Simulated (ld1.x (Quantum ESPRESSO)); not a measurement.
# What one change does to a pseudopotential (Al (Z = 13), PAW)

ld1.x (Quantum ESPRESSO) 7.5 input, shortened:

```
&input
   title='Al', zed=13., rel=1, dft='PZ', iswitch=3,
   config='[Ne] 3s2 3p0'
 /
 &inputp
   pseudotype=3, lpaw=.true., tm=.true., lloc=-1, rcloc=1.50,
   nlcc=.false.,
   which_augfun='PSQ', rmatch_augfun_nc=.true.
 /
4
3S  1  0   2.00   0.00  1.50  2.05  0.0
3S  1  0   0.00  -0.15  1.50  2.05  0.0
3P  2  1   0.00   0.00  1.55  2.00  0.0
3P  2  1   0.00   0.90  1.55  2.00  0.0
 &test
   configts(1)='3s2 3p0'
 /
```

Change: waves 3p (bound): rcut 1.46, rcutus 1.54 bohr; 3p channel at 0.9 Ry: rcut 1.46, rcutus 1.54 bohr.

Cutoffs: the cutoffs (Ry, on a coarse ladder) from which the occupation-weighted sum of valence levels, in a spherical-Bessel basis at the reference potential, stays within 10 and 1 mRy of its value at 400 Ry; they do not see the model core or the augmentation charge, which bear on the density cutoff. Errors are all-electron minus pseudo energies relative to the spin-unpolarised reference configuration.

How do hardness, ghosts and transferability respond?

Both files are so soft that the ladder of cutoffs tells neither apart; a bound ghost appears in p, which as a rule spoils a file; of the 9 tests that both files solve, the error grows in 5 and shrinks in 0 by more than 15 % and 0.3 meV (median size 0.6 → 2.0 meV). That the errors move this way runs against the usual rule that smaller radii transfer better.

```csv
quantity,base,changed
"cutoff, loose",6 Ry,6 Ry
"cutoff, tight",10 Ry,10 Ry
bound ghosts,none,p
"error for 3s2 3p1, meV [ΔE -5.85 eV]",-0.5,-1.3
"error for 3s1 3p0, meV [ΔE 19.38 eV]",-16,-16
"error for 3s2 3p0.5, meV [ΔE -3.72 eV]",-0.3,-0.4
"error for 3s1 3p2, meV [ΔE -0.69 eV]",+0.3,+0.3
"error for 3s1 3p1, meV [ΔE 5.82 eV]",-1.4,-2.2
"error for 3s0 3p3, meV [ΔE 4.66 eV]",-1.6,-4.2
"error for 3s2 3p1.3, meV [ΔE -6.44 eV]",-0.5,-1.6
"error for 3s2 3p1 (spin-polarised), meV [ΔE -5.98 eV]",-0.6,-2.0
"error for 3s1 3p0 (spin-polarised), meV [ΔE 18.95 eV]",-20,-20
s: phases at 2.26 bohr within 0.05 rad from the reference energy up to (Ry; the scan ends near 5),3.7,3.7
p: phases at 2.26 bohr within 0.05 rad from the reference energy up to (Ry; the scan ends near 5),4.2,5.0
lowest overlap eigenvalue by channel,"s 0.41, p 0.73","s 0.41, p 0.80"
```

Changed file: The cutoffs count occupied waves only; the empty 3p level needs 25 Ry at the loose tolerance. A true bound ghost makes a file unfit for plane-wave use even where its test errors are small: the radial tests pick states by their node count and pass the ghost by.
